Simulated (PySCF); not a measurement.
# Two-component Hartree-Fock for Sb (antimony, neutral)

Start: [Kr] 4d10 5s2 5p3; 5p1/2 filled at m_j = -1/2, +1/2; 5p3/2 filled at m_j = +3/2. Calculated with PySCF 2.14 in x2c-SVPall-2c with one added diffuse shell each of s, p type (7s9p4d, 54 functions): generalised Hartree-Fock with the X2C-1e Hamiltonian and a Gaussian nucleus; one run each with spin-orbit coupling (SO) switched off, then screened by Boettger's factors.

```json
{"spinor shell": "1s1/2", "electrons": "2", "ε, spin-free (eV)": "-30637.9", "ε, screened SO (eV)": "-30634.9", "weight of nominal j (screened SO)": "1.000", "rms radius, screened SO (bohr)": "0.0326"}
{"spinor shell": "2s1/2", "electrons": "2", "ε, spin-free (eV)": "-4755.1", "ε, screened SO (eV)": "-4754.2", "weight of nominal j (screened SO)": "1.000", "rms radius, screened SO (bohr)": "0.133"}
{"spinor shell": "2p1/2", "electrons": "2", "ε, spin-free (eV)": "-4262.9", "ε, screened SO (eV)": "-4437.9", "weight of nominal j (screened SO)": "1.000", "rms radius, screened SO (bohr)": "0.115"}
{"spinor shell": "2p3/2", "electrons": "4", "ε, spin-free (eV)": "-4262.9", "ε, screened SO (eV)": "-4183.2", "weight of nominal j (screened SO)": "1.000", "rms radius, screened SO (bohr)": "0.120"}
{"spinor shell": "3s1/2", "electrons": "2", "ε, spin-free (eV)": "-972.07", "ε, screened SO (eV)": "-971.80", "weight of nominal j (screened SO)": "1.000", "rms radius, screened SO (bohr)": "0.352"}
{"spinor shell": "3p1/2", "electrons": "2", "ε, spin-free (eV)": "-807.45", "ε, screened SO (eV)": "-840.64", "weight of nominal j (screened SO)": "1.000", "rms radius, screened SO (bohr)": "0.345"}
{"spinor shell": "3p3/2", "electrons": "4", "ε, spin-free (eV)": "-807.45", "ε, screened SO (eV)": "-792.16", "weight of nominal j (screened SO)": "1.000", "rms radius, screened SO (bohr)": "0.356"}
{"spinor shell": "3d3/2", "electrons": "4", "ε, spin-free (eV)": "-556.56", "ε, screened SO (eV)": "-562.24", "weight of nominal j (screened SO)": "1.000", "rms radius, screened SO (bohr)": "0.330"}
{"spinor shell": "3d5/2", "electrons": "6", "ε, spin-free (eV)": "-556.56", "ε, screened SO (eV)": "-552.47", "weight of nominal j (screened SO)": "1.000", "rms radius, screened SO (bohr)": "0.333"}
{"spinor shell": "4s1/2", "electrons": "2", "ε, spin-free (eV)": "-175.90", "ε, screened SO (eV)": "-175.80", "weight of nominal j (screened SO)": "1.000", "rms radius, screened SO (bohr)": "0.841"}
{"spinor shell": "4p1/2", "electrons": "2", "ε, spin-free (eV)": "-123.02", "ε, screened SO (eV)": "-129.14", "weight of nominal j (screened SO)": "0.999", "rms radius, screened SO (bohr)": "0.894"}
{"spinor shell": "4p3/2", "electrons": "4", "ε, spin-free (eV)": "-123.02", "ε, screened SO (eV)": "-120.13", "weight of nominal j (screened SO)": "1.000", "rms radius, screened SO (bohr)": "0.921"}
{"spinor shell": "4d3/2", "electrons": "4", "ε, spin-free (eV)": "-43.737", "ε, screened SO (eV)": "-44.469", "weight of nominal j (screened SO)": "0.984", "rms radius, screened SO (bohr)": "1.11"}
{"spinor shell": "4d5/2", "electrons": "6", "ε, spin-free (eV)": "-43.737", "ε, screened SO (eV)": "-43.140", "weight of nominal j (screened SO)": "0.989", "rms radius, screened SO (bohr)": "1.12"}
{"spinor shell": "5s1/2", "electrons": "2", "ε, spin-free (eV)": "-16.925", "ε, screened SO (eV)": "-16.900", "weight of nominal j (screened SO)": "1.000", "rms radius, screened SO (bohr)": "2.45"}
{"spinor shell": "5p1/2", "electrons": "2", "ε, spin-free (eV)": "-9.110", "ε, screened SO (eV)": "-9.254", "weight of nominal j (screened SO)": "0.599", "rms radius, screened SO (bohr)": "3.06"}
{"spinor shell": "5p3/2", "electrons": "1", "ε, spin-free (eV)": "-9.110", "ε, screened SO (eV)": "-8.822", "weight of nominal j (screened SO)": "1.000", "rms radius, screened SO (bohr)": "3.14"}
```

```json
{"quantity": "E (hartree)", "spin-free": "-6476.50159", "screened SO": "-6478.13008"}
{"quantity": "M_J", "spin-free": "3/2", "screened SO": "3/2"}
{"quantity": "⟨J²⟩", "spin-free": "3.752", "screened SO": "3.754"}
{"quantity": "⟨L²⟩", "spin-free": "0.000", "screened SO": "0.066"}
{"quantity": "⟨S²⟩", "spin-free": "3.752", "screened SO": "3.700"}
```

Each row is a mean over spinors that exchange with the open shell spreads, by up to 5.918 eV (5s1/2).

Rows whose weight is well below 1 are mixtures of j = l ± 1/2: exchange outweighs spin-orbit coupling there, and the label is only the starting occupation.

Breit and QED terms are absent; they matter most for the inner s and p1/2 levels.

Densities and radii are taken from the X2C orbitals without a picture-change correction, which distorts them close to the nucleus.

Without spin-orbit coupling the j labels of p, d and f shells carry no meaning; the spin-free column gives the mean over the occupied spinors of each nl shell.
